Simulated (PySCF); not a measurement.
Geometry:
```json
{"atom": "C1", "x (Å)": "2.517", "y (Å)": "-0.842", "z (Å)": "0.213"}
{"atom": "C2", "x (Å)": "1.382", "y (Å)": "-0.391", "z (Å)": "-0.321"}
{"atom": "C3", "x (Å)": "0.158", "y (Å)": "-0.023", "z (Å)": "0.467"}
{"atom": "C4", "x (Å)": "-1.105", "y (Å)": "-0.817", "z (Å)": "0.013"}
{"atom": "N5", "x (Å)": "-2.028", "y (Å)": "0.188", "z (Å)": "-0.468"}
{"atom": "B6", "x (Å)": "-1.504", "y (Å)": "1.490", "z (Å)": "-0.312"}
{"atom": "N7", "x (Å)": "-0.219", "y (Å)": "1.368", "z (Å)": "0.268"}
{"atom": "H8", "x (Å)": "3.388", "y (Å)": "-1.092", "z (Å)": "-0.399"}
{"atom": "H9", "x (Å)": "2.614", "y (Å)": "-0.982", "z (Å)": "1.295"}
{"atom": "H10", "x (Å)": "1.298", "y (Å)": "-0.252", "z (Å)": "-1.407"}
{"atom": "H11", "x (Å)": "0.366", "y (Å)": "-0.231", "z (Å)": "1.533"}
{"atom": "H12", "x (Å)": "-1.518", "y (Å)": "-1.397", "z (Å)": "0.859"}
{"atom": "H13", "x (Å)": "-0.836", "y (Å)": "-1.550", "z (Å)": "-0.770"}
{"atom": "H14", "x (Å)": "-2.932", "y (Å)": "-0.087", "z (Å)": "-0.818"}
{"atom": "H15", "x (Å)": "-2.053", "y (Å)": "2.520", "z (Å)": "-0.614"}
{"atom": "H16", "x (Å)": "0.455", "y (Å)": "2.088", "z (Å)": "0.474"}
```

Geometry: PBE0-D3(BJ)/def2-SVP; GIAO shifts from PySCF 2.14.0 with density-fitted response routines, gas phase, non-relativistic, averaged over equivalent atoms.

At CAM-B3LYP/pcSseg-1 (164 basis functions, 42 s wall time on 1 thread of an Arm Neoverse N1, shared host):
| atoms | δ (ppm) |
| --- | --- |
| C2 | 157.3 |
| C1 | 122.2 |
| C3 | 63.2 |
| C4 | 53.5 |
| N7 | 98.9 |
| N5 | 81.7 |
| B6 | 26.7 |
| H10 | 5.93 |
| H9 | 5.14 |
| H8 | 5.07 |
| H15 | 4.18 |
| H11 | 3.91 |
| H12 | 3.63 |
| H13 | 3.04 |
| H16 | 2.26 |
| H14 | 2.06 |

References, each an isolated molecule treated in the same way: 13C (σ = 182.45 ppm), 1H (σ = 31.33 ppm) vs TMS; 15N (σ = 267.29 ppm) vs NH3; 11B (σ = 99.35 ppm) vs BF3·OEt2.

Problem. Predict the values at PBE0/pcSseg-1 on the same geometry.

Solution. 
| atoms | δ at PBE0/pcSseg-1 | change |
| --- | --- | --- |
| C2 | 153.2 | -4.1 |
| C1 | 120.1 | -2.1 |
| C3 | 63.2 | +0.0 |
| C4 | 53.4 | -0.1 |
| N7 | 97.8 | -1.1 |
| N5 | 81.4 | -0.3 |
| B6 | 24.6 | -2.1 |
| H10 | 5.96 | +0.03 |
| H9 | 5.18 | +0.04 |
| H8 | 5.12 | +0.05 |
| H15 | 4.20 | +0.02 |
| H11 | 4.00 | +0.09 |
| H12 | 3.67 | +0.04 |
| H13 | 3.10 | +0.06 |
| H16 | 2.32 | +0.06 |
| H14 | 2.12 | +0.06 |

δ = σ(ref) − σ, references computed at the same level: 13C (σ = 184.41 ppm) and 1H (σ = 31.27 ppm) against TMS; 15N (σ = 265.67 ppm) against NH3; BF3·OEt2 for 11B (σ = 100.73 ppm).

The largest change is at C2 (alkene CH). Cost: 164 basis functions, 38 s wall time on 1 thread of an Arm Neoverse N1, shared host. The order of the carbon signals is the same at both levels.

Experimental scales use liquid or dissolved standards, which lie at an offset from isolated NH3 (liquid NH3: subtract about 20 ppm).
